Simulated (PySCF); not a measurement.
## UHF on Si⁺ (silicon, charge +1)

Configuration: [Ne] 3s1 3p1 4s1, high-spin 4P determinant (an excited configuration). All numbers are calculated (PySCF 2.14, the non-relativistic Hamiltonian (point nucleus), in aug-cc-pV(D+d)Z (5s4p3d, 32 functions)).

| Item | Value |
| --- | --- |
| Total energy | -288.090833 hartree |
| One-electron energy | -392.4169 hartree |
| Hartree (Coulomb) energy | 124.2943 hartree |
| Exchange energy | -19.9682 hartree |
| Kinetic energy | 287.89133 hartree |
| ⟨S²⟩ | 3.7500 |
| ⟨L²⟩ | 2.547 |
| Sum of ⟨r⟩ | 13.91 bohr |
| Sum of ⟨r²⟩ | 42.79 bohr² |
| Traceless quadrupole moment −½Σ⟨3z² − r²⟩ along its main axis | 1.27 e·bohr² |
| Density at the nucleus (Gaussians lack the cusp) | 1710 bohr⁻³ |
| Spin density at the nucleus | 5.49 bohr⁻³ |
| Langevin diamagnetic susceptibility | -33.9 ×10⁻⁶ cm³/mol |

| shell | electrons | mean orbital energy (eV) | spread (eV) | rms radius, mean of both spins (bohr) |
| --- | --- | --- | --- | --- |
| 1s α | 1 | -1890.0 | 0 | 0.129 |
| 1s β | 1 | -1889.4 | 0 | 0.129 |
| 2s α | 1 | -184.46 | 0 | 0.614 |
| 2s β | 1 | -183.33 | 0 | 0.614 |
| 2p α | 3 | -132.73 | 0.331 | 0.598 |
| 2p β | 3 | -131.97 | 0.621 | 0.598 |
| 3s α | 1 | -29.889 | 0 | 2.10 |
| 3p α | 1 | -21.245 | 0 | 2.41 |
| 4s α | 1 | -8.098 | 0 | 5.44 |

The outer electron is Rydberg-like, and this basis confines it to a smaller radius and binds it less than a complete one would.

Spin-orbit constants ζ (cm⁻¹) from the X2C one-electron operator on these orbitals (non-relativistic here): bare nucleus, nucleus screened by l(l+1)(2l+1)/3 electrons, and screened by the Breit-Pauli mean field of the electrons.

```
shell   bare  screened nucleus  mean field
   2p   3827              3280        3030
   3p  265.3             227.4       207.0
```

To first order the Landé constant is A = 68.99 cm⁻¹, so the lowest level has J = 1/2 and lies 0.0214 eV below the centre of the term. This holds in LS coupling only.
